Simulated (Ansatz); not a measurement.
Stepwise reaction of `N[Si](N)(O)F` with hydrogen, as a gas-phase model of exchange steps in deposition or etching. ΔE in kJ/mol; ΔG adds harmonic PBE0-D4 terms to CCSD(T)/CBS, at 1 bar.

Program: Ansatz. Geometries: PBE0-D4/def2-TZVP. ΔE: electronic, gas phase. CBS: MP2 limit from def2 TZ/QZ plus the TZ coupled-cluster correction, frozen cores. This one scheme is used for every species. DFT in def2-TZVPP. B3LYP here is the variant with VWN-RPA as its local correlation; programs differ in this. One conformer a species, not always the lowest.

| step | reaction | PBE-D4 | B3LYP-D4 | ωB97M-V | CCSD(T)/CBS | ΔG(400 K) |
| --- | --- | --- | --- | --- | --- | --- |
| 2 | `N[SiH](O)F` + H₂ → `O[SiH2]F` + NH₃ | 53.3 | 55.7 | 57.5 | 56.2 | 57.9 |

Give the row of step 1, `N[Si](N)(O)F` + H₂ → `N[SiH](O)F` + NH₃. (Best estimate.)

Ansatz gave: 
```csv
step,reaction,PBE-D4,B3LYP-D4,ωB97M-V,CCSD(T)/CBS,ΔG(400 K)
1,`N[Si](N)(O)F` + H₂ → `N[SiH](O)F` + NH₃,51.2,55.5,56.9,55.0,56.6
```

By hand: ΔE of the 2 steps together at CCSD(T)/CBS.

(55.0) + (56.2) = 111.2 kJ/mol, or 55.6 kJ/mol a step.

In ΔE the steps differ by no more than 1.2 kJ/mol. All are uphill at CCSD(T)/CBS. ΔG lies between 56.6 and 57.9 kJ/mol a step. PBE-D4 differs from CCSD(T)/CBS by -3.8 to -2.9 kJ/mol a step. Isolated molecules leave out the surface, adducts and barriers. Largest T1 diagnostic: 0.011.
